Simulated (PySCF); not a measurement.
InCl3, SMILES [Cl][In]([Cl])[Cl].

Geometry: PBE0-D3(BJ)/def2-SVP. The isomer is the one that the SMILES or the coordinates give; other isomers of the formula were not compared. The def2 effective core potentials stand for the cores of In; spin–orbit coupling is left out.

The numbers are results of PySCF with PBE/def2-TZVPD, not measurements.

Symmetry labels are those of the subgroup C2v that the program uses (full group D3h).

Computed valence orbital energies around the gap with their symmetry:
```csv
orbital,symmetry,energy (eV)
HOMO−7,B1,-9.56
HOMO−6,A1,-9.56
HOMO−5,B2,-8.67
HOMO−4,B2,-8.21
HOMO−3,A2,-8.21
HOMO−2,A1,-8.17
HOMO−1,B1,-8.17
HOMO,B1,-8.05
LUMO,A1,-4.04
LUMO+1,B2,-2.66
LUMO+2,A1,-0.28
LUMO+3,B1,-0.23
```
